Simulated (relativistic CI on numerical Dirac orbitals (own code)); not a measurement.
**Ta¹⁰⁺: q coefficients and field-shift factors**

Computed by Dirac-Coulomb-Breit CI, KLI orbitals optimised for each configuration, derivatives by finite differences, unscaled Slater integrals, QED left out (own radial code, finite nucleus).

Configurations in the expansion (outside the closed core [Kr] 4d10): 4f13 5s2 5p2, 4f12 5s2 5p3, 4f14 5s2 5p, 4f13 5s 5p3, 4f13 5s2 5p 5d, 4f14 5s 5p2, 4f14 5s2 5d, 4f13 5p4, 4f12 5p5. Double excitations out of closed p, d and f shells are left out; levels of such configurations are missing from the list, as are those of other unlisted configurations, and high levels can miss mixing partners.

With x = (α/α₀)² − 1 an excitation energy changes as ω = ω₀ + qx; K = 2q/ω₀ is the relative enhancement. Terms are leading LS components, so labels can repeat. The field-shift factor is F = δν/δ⟨r²⟩ for the transition from the lowest level.

Lowest level 4f13 5s2 5p2 2F°_7/2.

```tsv
Level	ω₀ (cm⁻¹)	q (cm⁻¹)	K	F (GHz/fm²)
4f13 5s2 5p2 4G°_5/2	18519.0	15100	1.63	0.616
4f12 5s2 5p3 4I°_15/2	38918.0	-84390	-4.34	23.2
4f12 5s2 5p3 4G°_11/2	45326.3	-82580	-3.64	22.9
4f12 5s2 5p3 2G°_9/2	46015.4	-75600	-3.29	22
4f12 5s2 5p3 4H°_13/2	50013.3	-78950	-3.16	22.6
4f12 5s2 5p3 4F°_9/2	51975.1	-82620	-3.18	23
4f12 5s2 5p3 4G°_7/2	52428.2	-72860	-2.78	22.5
4f12 5s2 5p3 4G°_5/2	54677.7	-73310	-2.68	22.5
4f12 5s2 5p3 4G°_11/2	56485.8	-78170	-2.77	22.6
4f12 5s2 5p3 4F°_7/2	58581.6	-69930	-2.39	22.8
4f12 5s2 5p3 4I°_13/2	59741.1	-71830	-2.4	23.9
4f14 5s2 5p 2P°_1/2	63700.1	159700	5.01	-25.5
4f12 5s2 5p3 4H°_9/2	64270.5	-68090	-2.12	23.1
4f12 5s2 5p3 6F°_5/2	65165.3	-74160	-2.28	23.6
4f12 5s2 5p3 4D°_3/2	67059.2	-57230	-1.71	20
4f12 5s2 5p3 2F°_5/2	67525.0	-54310	-1.61	21
4f12 5s2 5p3 4H°_11/2	67737.6	-67460	-1.99	23.3
4f12 5s2 5p3 4G°_7/2	70986.4	-69760	-1.97	23.2
4f12 5s2 5p3 2H°_11/2	71030.3	-69550	-1.96	23.9
4f12 5s2 5p3 4G°_9/2	72814.5	-31260	-0.859	19.9
4f12 5s2 5p3 4D°_1/2	73123.0	-56020	-1.53	21.1
4f12 5s2 5p3 2F°_7/2	73130.3	-65480	-1.79	23
4f13 5s2 5p2 4F°_9/2	74243.4	61670	1.66	-8.03
```

At this charge transitions that keep the count of f electrons are usually good to a few per cent. Terms inside the open d or f shell come out 10 to 20 % too wide with unscaled integrals. Levels and lines within the n = 5 or 6 shells can be off by up to 10 % or somewhat more, and those that change n by about 2 %, since core polarisation is missing. Levels that differ in their count of f electrons can be misplaced by several ten thousand cm⁻¹, since the correlation energy of f electrons is missing or only estimated; rates across such gaps can be off by orders of magnitude.
